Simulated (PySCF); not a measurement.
# Mayer bond orders and bond lengths

Species: C₅H₁₀SSi.
Atom-mapped SMILES: `[CH:1]#[C:2][SiH2:3][S:4][CH:5]([CH3:6])[CH3:7]` (hydrogens: H8 on C1; H9, H10 on Si3; H11 on C5; H12, H13, H14 on C6; H15, H16, H17 on C7)

Geometry (GFN2-xTB, Å), atoms numbered from 1 in this order:
```xyz
17
C5H10SSi angstrom
C      3.0771    1.1762    0.7216
C      2.6269    0.1622    0.2569
Si     1.8458   -1.3353   -0.4947
S      0.0023   -0.7045   -1.3987
C     -0.8100    0.1871    0.0017
C     -1.5987   -0.7954    0.8499
C     -1.6966    1.2741   -0.5814
H      3.4874    2.0549    1.1304
H      2.6310   -1.8581   -1.5989
H      1.5751   -2.3000    0.5713
H     -0.0050    0.6390    0.5873
H     -2.3610   -1.2819    0.2449
H     -2.0860   -0.2719    1.6710
H     -0.9472   -1.5607    1.2661
H     -1.1075    1.9594   -1.1860
H     -2.1756    1.8344    0.2195
H     -2.4652    0.8326   -1.2119
```

Bond orders from the PBE0/pcSseg-1 density (PySCF). One conformer (not necessarily the lowest) at the GFN2-xTB geometry, without solvent, vibrations or thermal averaging.

Question: How far do the computed orders between heavy atoms stray from the drawn ones?

Answer: The largest departure is 0.448, at C1–C2 (drawn triple, 2.552). Drawn double or triple, more than 0.30 short of the drawn order: C1–C2 (2.552).

Question: Set the Mayer orders of the bonds between heavy atoms beside their lengths.

Answer: 
```tsv
bond	drawn as	length (Å)	Mayer order
C1–C2	triple	1.203	2.552
C2–Si3	single	1.849	0.909
Si3–S4	single	2.148	0.981
S4–C5	single	1.848	0.999
C5–C6	single	1.519	0.996
C5–C7	single	1.519	1.027
```

By pair of heavy elements: C–C: lowest C5–C6 (0.996, 1.519 Å), highest C1–C2 (2.552, 1.203 Å).

Question: And the bonds to hydrogen?

Answer: C–H: 0.91 to 1.08 (8 bonds); H–Si: 0.92 to 0.94 (2 bonds).

Question: Sum the orders of all bonds at each heavy atom with more than one neighbour and set the sums beside the valence in the SMILES.

Answer: C1 3.637 (drawn 4), C2 3.461 (drawn 4), Si3 3.755 (drawn 4), S4 1.980 (drawn 2), C5 3.936 (drawn 4), C6 3.882 (drawn 4), C7 3.912 (drawn 4). Orders between atoms that aren't bonded are not in these sums.

The Mayer order sums products of elements of PS (density times overlap matrix) between the two atoms' basis functions, so it depends on the basis set.

These values come from a run that also computed NMR shieldings. The run took 26 s of wall time on Intel Xeon Platinum 8488C, one thread, no GPU (shared host), and the process peaked at 0.88 GiB of memory.
